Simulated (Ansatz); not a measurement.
Cost and result up the ladder for Pd4H3 (the lowest doublet isomer of a short search) (7 atoms). Total charge 0; doublet. Geometry: B3LYP-D4/def2-SVP.

```xyz
7

Pd    1.003    0.939   -0.877
Pd    0.665   -1.691   -0.108
Pd   -1.620   -0.170   -0.049
Pd    0.429    0.332    1.739
H    -1.188    0.520    1.481
H    -0.626    0.790   -0.927
H     1.336   -0.720   -1.259
```

Ansatz on 4 threads of Intel Xeon Platinum 8259CL on a shared host. Times are rough, and most runs start from the orbitals of an earlier one. PBE0-D4/def2-TZVP serves as the yardstick here, not as an exact answer. Differences are given only for rows in sets of like size (and for xTB, whose basis is part of the method), since another set adds its own error. Binding counts from free atoms at the same level (Pd singlet, H doublet; other spins of the atoms weren't run), without zero-point energy or a counterpoise term.

In the def2 sets Pd takes a core potential; there is no spin–orbit coupling. B3LYP takes the VWN-RPA correlation. No other spin state of charge 0 was run. The structure comes from a short search, and lower isomers may exist.

Run but left out: HF/STO-3G, MP2/def2-TZVP (⟨S²⟩ 2.16 to 5.97, where a pure state has 0.75).

```
                         level  functions  wall time
         LDA (SPW92)/def2-TZVP        178      2.6 s
PBE-D4/def2-TZVP (with forces)        178        6 s
               PBE-D4/def2-SVP        139        7 s
              PBE0-D4/def2-SVP        139        8 s
            B3LYP-D4/def2-TZVP        178      9.5 s
           r2SCAN-D4/def2-TZVP        178       11 s
             PBE0-D4/def2-TZVP        178       11 s
            BHLYP-D4/def2-TZVP        178       27 s
```

Problem. Estimate what each level gives for the binding energy per atom (eV).

Solution. 
| level | binding energy per atom (eV) | difference from PBE0-D4/def2-TZVP (eV) | remarks |
| --- | --- | --- | --- |
| LDA (SPW92)/def2-TZVP | 2.70 | 0.75 | – |
| PBE-D4/def2-TZVP (with forces) | 2.25 | 0.31 | – |
| PBE-D4/def2-SVP | 2.24 | – | – |
| PBE0-D4/def2-SVP | 1.93 | – | – |
| B3LYP-D4/def2-TZVP | 1.96 | 0.02 | – |
| r2SCAN-D4/def2-TZVP | 2.32 | 0.38 | – |
| PBE0-D4/def2-TZVP | 1.94 | 0.00 | – |
| BHLYP-D4/def2-TZVP | 1.65 | -0.29 | spin-contaminated (⟨S²⟩ 1.04) |
